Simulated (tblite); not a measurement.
A tight-binding relaxation on `CC1=C[C@@H](Cl)[Ge@@H]([F])[CH2]1`.

Computed with GFN2-xTB geometry optimisation, gas phase (tblite 0.8.0). Start geometry: from a force field or distance geometry. The input is one job of a driver script: a line of settings, then coordinates in Å.

Command:
```bash
OMP_NUM_THREADS=1 python probes_run.py task.json out
```

Input:
```
{"job": {"kind": "relax", "xc": "GFN2-xTB", "basis": "xTB"}, "charge": 0, "multiplicity": 1}
C      2.154000     0.388900     0.597300
C      0.690800     0.211600     0.124800
C     -0.228500     1.005400     0.449600
C     -1.622300     0.816600    -0.022700
Cl    -1.929900     1.535700    -1.598600
Ge    -1.563800    -1.123300    -0.241600
F     -2.531300    -1.729300    -1.514200
C      0.364800    -0.965800    -0.701100
H      2.771400     0.006400    -0.248000
H      2.335600    -0.194900     1.523500
H      2.356900     1.445100     0.824500
H     -0.035400     1.917300     1.102600
H     -2.386700     1.112600     0.746600
H     -1.698800    -1.838800     1.104000
H      0.450000    -0.689300    -1.762300
H      0.865500    -1.889100    -0.395900
```

Output:
```
step      E/eV     max force
  0    -706.98909    6.558
  1    -707.15251    4.906
  2    -707.40301    1.450
  3    -707.46076    0.855
  4    -707.50151    0.944
  5    -707.57424    0.409
  6    -707.59159    0.364
  7    -707.61456    0.324
  8    -707.62482    0.299
  9    -707.63522    0.262
... (61 lines left out)
 71    -707.71813    0.021
 72    -707.71817    0.021
 73    -707.71820    0.013
 74    -707.71823    0.015
 75    -707.71826    0.012
 76    -707.71828    0.017
 77    -707.71831    0.015
 78    -707.71834    0.014
 79    -707.71836    0.011
 80    -707.71837    0.009
```

«max force» is the largest atomic force in eV/Å.

Task: From which step on does the largest force stay under 0.1 eV/Å, and how much energy is left to gain from there?

Result: From step 48 (0.087 eV/Å), 3.5 meV above the end.

Main results: energy lowered by 16.8 kcal/mol over 80 steps; largest atomic force 0.009 eV/Å at the end.

Task: Give the final coordinates.

Result: 0.307 Å rms from the input after alignment:
```
atom  x, y, z in Å
C1     2.1799    0.4457    0.4880
C2     0.7355    0.2234    0.1810
C3    -0.2216    1.1062    0.4636
C4    -1.6344    0.8213    0.1043
Cl5   -2.0051    1.5698   -1.4911
Ge6   -1.5956   -1.1696   -0.1944
F7    -2.4346   -1.6476   -1.6624
C8     0.3739   -1.0782   -0.4801
H9     2.7614    0.4480   -0.4336
H10    2.5597   -0.3591    1.1168
H11    2.3303    1.3927    0.9993
H12    0.0056    2.0607    0.9148
H13   -2.3479    1.2442    0.8061
H14   -2.2445   -2.1168    0.8057
H15    0.5719   -1.0278   -1.5535
H16    0.9580   -1.9039   -0.0761
```

The run took 0.67 s wall on an Arm Neoverse V1 with one thread, no GPU, shared host.
Labels such as C1 count atoms from 1, the log's own numbers from 0.
